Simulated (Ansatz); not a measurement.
System: CH6BO2Si, charge -1, multiplicity 1. It need not be the lowest isomer of its formula. Whether it binds its extra electron was not tested at this geometry. 
Geometry from a B3LYP-D3(BJ)/def2-TZVP (Ansatz, a first-principles code) optimisation:
SMILES: [O-]B([SiH2]C)O
```xyz
11

C      2.2224    -0.1130     0.5983
Si     0.7290     0.7391    -0.2456
B     -1.1100    -0.1995    -0.1532
O     -2.1605     0.3021    -0.6911
O     -1.0277    -1.4385     0.5718
H      2.3783    -1.1054     0.1675
H      3.1522     0.4550     0.4985
H      2.0189    -0.2541     1.6631
H      1.1865     0.9907    -1.6573
H      0.7070     2.1264     0.3379
H     -1.9281    -1.7943     0.5581
```
Charge -1, spin multiplicity 1.

Parts of the frozen-core correlation energy in cc-pV(Q+d)Z (Ansatz, hartree). Frozen orbitals: 9; correlated occupied orbitals by spin: 15 and 15; virtual: 440 and 440. No spin-orbit coupling. No relativistic terms.

```json
[
 {"term": "reference (HF)", "value": "-504.93136"},
 {"term": "MP2 opposite-spin", "value": "-0.74701"},
 {"term": "MP2 same-spin", "value": "-0.22311"},
 {"term": "CCSD correlation", "value": "-0.99348"},
 {"term": "(T)", "value": "-0.04258"},
 {"term": "T1 diagnostic", "value": "0.015"},
 {"term": "largest doubles amplitude", "value": "0.022"}
]
```
